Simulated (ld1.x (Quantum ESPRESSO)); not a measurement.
## Varying the PAW potential for manganese

Base potential:

```json
{"Element": "Mn (Z = 25)", "Generator": "ld1.x (Quantum ESPRESSO) 7.5", "Type": "PAW", "Functional": "LDA (PZ)", "Relativity": "scalar-relativistic", "Frozen core": "[Ne]", "Valence charge": "15", "Reference configuration": "3s2 3p6 3d5 4s1.75 4p0.25", "Partial waves": "3s (bound): rcut 1.15, rcutus 1.40 bohr; 4s (bound): rcut 1.15, rcutus 1.40 bohr; 3p (bound): rcut 1.25, rcutus 1.40 bohr; 4p (bound): rcut 1.25, rcutus 1.40 bohr; 3d (bound): rcut 1.90, rcutus 2.30 bohr; 3d channel at 1.05 Ry: rcut 1.90, rcutus 2.30 bohr", "Local potential": "all-electron potential smoothed inside 2.25 bohr (lloc = -1)", "Core correction": "Bessel-smoothed model core inside 1.45 bohr", "Augmentation charge": "BESSEL, radius 1.25 bohr"}
```

Cutoffs, loose and tight: the cutoffs (Ry, on a coarse ladder) from which the occupation-weighted sum of valence levels, in a spherical-Bessel basis at the reference potential, stays within 10 and 1 mRy of its value at 400 Ry. They do not see the model core or the augmentation charge, which bear on the density cutoff. Test errors are all-electron minus pseudo excitation energies from the reference, over the configurations 3s2 3p6 3d5 4s2 4p0; 3s2 3p6 3d5 4s1 4p0; 3s2 3p6 3d5 4s0 4p0; 3s2 3p6 3d4 4s0 4p0; 3s2 3p5 3d5 4s2 4p0; 3s1 3p6 3d5 4s2 4p0; 3s2 3p6 3d5.5 4s1.5 4p0 (two spin-polarised tests are not counted in the largest error). A dash means not determined; rows that change the core or the reference have their own tests. The largest error is taken over the tests solved by every variant that gives reliable tests at all: 3s2 3p6 3d5 4s0 4p0; 3s2 3p6 3d5 4s1 4p0; 3s2 3p6 3d5 4s2 4p0.

Cutoffs are not given where the Bessel-basis levels miss the radial ones by over 6 mRy, ghosts where they miss by over 20 mRy; a channel whose overlap is not positive is not tested.

A file whose overlap is not positive is unfit for use, and its test errors describe a broken file.

```csv
change,outcome,"cutoff, loose","cutoff, tight",bound ghosts,largest test error (meV)
base,generated,45 Ry,80 Ry,none,-8.8
local potential all-electron potential smoothed inside 0.90 bohr (lloc = -1),"generated, overlap not positive",–,–,not determined (overlap not positive),-1.5
local potential all-electron potential smoothed inside 1.14 bohr (lloc = -1),"generated, overlap not positive",–,–,not determined (overlap not positive),+9.9
local potential all-electron potential smoothed inside 1.24 bohr (lloc = -1),"generated, overlap not positive",–,–,not determined (overlap not positive),-0.7
local potential all-electron potential smoothed inside 1.88 bohr (lloc = -1),generated,45 Ry,80 Ry,none,-9.2
local potential all-electron potential smoothed inside 2.12 bohr (lloc = -1),generated,45 Ry,80 Ry,none,-9.1
local potential all-electron potential smoothed inside 2.22 bohr (lloc = -1),generated,45 Ry,80 Ry,none,-8.8
local potential all-electron potential smoothed inside 2.52 bohr (lloc = -1),generated,45 Ry,80 Ry,none,-8.7
local potential all-electron potential smoothed inside 2.68 bohr (lloc = -1),generated,45 Ry,80 Ry,none,-8.7
```

(1) What comes out with this change to the base: local potential all-electron potential smoothed inside 1.66 bohr (lloc = -1)?

(2) What comes out with this change to the base: local potential all-electron potential smoothed inside 1.52 bohr (lloc = -1)?

Results:

(1) outcome: generated; cutoff, loose: 45 Ry; cutoff, tight: 80 Ry; bound ghosts: none; largest test error (meV): -2.2.

(2) outcome: generated, overlap not positive; bound ghosts: not determined (overlap not positive); largest test error (meV): -4.6. A file whose overlap is not positive is unfit for use, and its test errors describe a broken file.

Reading the sweep of the rcloc (base included, trends over the rows without a ghost): The loose cutoff stays near 45 Ry. The median size of the test errors (rows with all tests solved) stays near 8.8 meV.
